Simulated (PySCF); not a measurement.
## Identify the compound

Molecular formula: C₇H₇Cl₃. Simulated spectra:

¹H NMR (400 MHz, computed): δ 6.97 (m, 1H), 6.74 (m, 1H), 6.72 (m, 1H), 6.45 (m, 1H), 6.17 (d, 1H), 5.79 (m, 1H), 5.72 (m, 1H).

¹³C{¹H} NMR (computed): δ 149.0 (CH), 145.0 (CH), 142.1 (CH), 139.6 (CH), 137.4 (CH), 130.3 (CH2), 119.5 (C).

Theoretical values (PySCF 2.14): GFN2-xTB structure, GIAO PBE0/pcSseg-1 shieldings. Isolated molecule, fast rotation and ring inversion assumed for equivalent nuclei, relativity neglected, one computed conformer.

Shifts are taken against calculated references (same method and geometry level): ¹H and ¹³C against TMS.

Which candidate is it?
A. C=C/C=C/C=C/C(Cl)(Cl)Cl
B. C=C/C=C(Cl)/C=C/C(Cl)Cl
C. C=C/C=C\C=C/C(Cl)(Cl)Cl

Results:

A. 

1. The formula gives 3 degrees of unsaturation (no ring in the answer).
2. 7 carbon signals for 7 carbons: no two carbons are equivalent.
3. Carbon types of the structure: 1 × C, 5 × CH, 1 × CH2, which accounts for all hydrogens.
4. δC 149.0, 145.0, 142.1, 139.6, 137.4: alkene CH; an sp2 carbon of a C=C bond.
5. δC 130.3: terminal =CH2 carbon; an sp2 carbon of a C=C bond.
6. δC 119.5: allylic fully substituted sp3 carbon bonded to 3 Cl; 3 electronegative neighbours deshield it.
7. δH 6.97, 6.74, 6.72, 6.45, 6.17: hydrogen on an alkene CH; olefinic region.
8. δH 5.79, 5.72: hydrogen on a terminal =CH2 carbon; olefinic region.

The others: C=C/C=C\C=C/C(Cl)(Cl)Cl has carbons computed at 144.3, 141.9, 138.3, 136.9, 132.1, 132.1, 117.1; C=C/C=C(Cl)/C=C/C(Cl)Cl has carbons computed at 142.2, 141.3, 141.2, 141.0, 134.5, 131.4, 86.3.

Carbons that carry Cl, above all several Cl atoms, come out too deshielded, partly because spin–orbit coupling is missing. Shifts are as computed. Against solution values, carbons near 30 ppm lie about +3 ppm off and those near 130 ppm about +5 ppm; carbons on Cl a further +6 ppm. Of 1211 compounds with measured shifts, 218 miss one by over three times the rms of a fit or turn the order of signals round; such compounds aren't used in these exercises. Multiplicities follow the n + 1 count of equivalent neighbours, as no J values were calculated; m marks all less simple cases, F and P coupling included.
